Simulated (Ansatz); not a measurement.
The cluster Zn2OF2. Total charge 0; singlet. Geometry PBE0-D4/def2-SVP, basis def2-TZVP, Ansatz.

```xyz
5

Zn    0.0231   -0.3410   -0.5027
Zn   -1.0994    0.6415    1.2982
O     0.8975   -1.1287   -1.9381
F    -1.9679    1.3647    2.6373
F     2.1467   -0.5365   -1.4946
```

```tsv
run	HOMO (eV)	LUMO (eV)
A	-7.02	-2.89
B	-6.53	-3.15
C	-10.71	-0.55
D	-6.89	-2.86
E	-8.32	-2.16
```

Another isomer (singlet) lies 4.19 eV lower at PBE0-D4/def2-TZVP; other spin states weren't run for this one.

Problem. The runs used B97M-V, PBE, PBE0, r2SCAN, ωB97M-V. Estimate which is which.

Solution. A B97M-V (0 % exact exchange); B PBE (0 % exact exchange); C ωB97M-V (range-separated); D r2SCAN (0 % exact exchange); E PBE0 (25 % exact exchange). Exact exchange lowers occupied and raises empty levels; among semilocal functionals meta-GGAs tend to open the gap a little, and such runs are hard to tell apart. The gap grows from 3.38 eV (PBE) to 10.15 eV (ωB97M-V).
